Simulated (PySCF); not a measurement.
All of these have the formula C5H10OSi. Theory: TDDFT CAM-B3LYP/def2-SVPD, vertical, gas phase, core orbitals frozen in the response (PySCF). Geometries: GFN2-xTB; one conformer of each isolated species. Triplets are in the Tamm–Dancoff approximation.

Question: Rank by computed S1–T1 gap, highest first.
A. `C(=C)[C@H]1C[Si@H](C1)O`
B. `C[C@@H]1OC=C[Si@H]1C`
C. `C[SiH](C)/C=C\C=O`
D. `C([Si@H](C)O)CC#C`

Answer: A (2.26 eV), B (2.00 eV), D (1.07 eV), C (0.47 eV).

```tsv
SMILES	S1−T1 (eV)	S1 (eV)	T1 (eV)	S1 mainly	T1 mainly	f(S1)
C=C[C@H]1C[Si@@H](O)C1	2.26	6.73	4.47	H→L (48%)	H→L+1 (62%)	0.004
C[C@@H]1OC=C[Si@H]1C	2.00	6.11	4.11	H→L (60%)	H→L (45%)	0.173
C#CCC[Si@H](C)O	1.07	6.58	5.51	H-1→L+1 (30%)	H→L+1 (12%)	0.000
C[SiH](C)/C=C\C=O	0.47	3.71	3.24	H→L (78%)	H→L (74%)	0.000
```

H and L stand for HOMO and LUMO. For `C=C[C@H]1C[Si@@H](O)C1` and `C#CCC[Si@H](C)O` the leading configurations of S1 and T1 differ. Singlets come from full response and triplets from the Tamm–Dancoff approximation.
